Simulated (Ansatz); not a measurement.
Input for Ansatz (a first-principles code): U-PBE0/def2-TZVPP on NH (SMILES [NH]), 2S+1 = 3, a spin state set in the input, which need not be the lowest.

Ansatz 0.2 input:
```yaml
crystal:
  periodic: [false, false, false]
  atoms:
    - {symbol: N, position_ang: [-0.00000000, -0.00000000, -0.13023546]}
    - {symbol: H, position_ang: [0.00000000, 0.00000000, 0.91164824]}
basis:
  gaussian:
    orbitals: def2-TZVPP
hamiltonian:
  xc: {name: PBE0}
magnetization: {spin_polarized: true, initial_magnetization: 2}
```

The log:

```
WARN ansatz: RAYON_NUM_THREADS=2 ignored (pool sized by the plan → 2); use --threads N
Functional definition: PBE0
integrals: 0.00 GiB planned
214 factors; their error is unknown
mean field: 0.08 GiB planned
mean field evaluation 1: about -1500.8192 eV, gradient 1.3e1 eV
mean field evaluation 2: about -1500.9671 eV, gradient 1.1e1 eV
mean field evaluation 4: about -1501.5221 eV, gradient 7.4e-2 eV
mean field evaluation 8: about -1501.5248 eV, gradient 5.5e-4 eV
mean field -1501.52475769 eV, -55.1800170750 hartree, gradient 4.4e-5 eV, S^2 2.006260; 0 other end points of the search recorded, 0 dependent functions left out
reference -1501.52477271 eV, -55.1800176269 hartree; 5, 3 occupied and 40, 42 virtual orbitals, 214 factors
Total energy: -1501.52477271 eV, -55.1800176269 hartree
```

The calculation finished and met its thresholds.

Cost: very roughly 0.5 core-seconds.
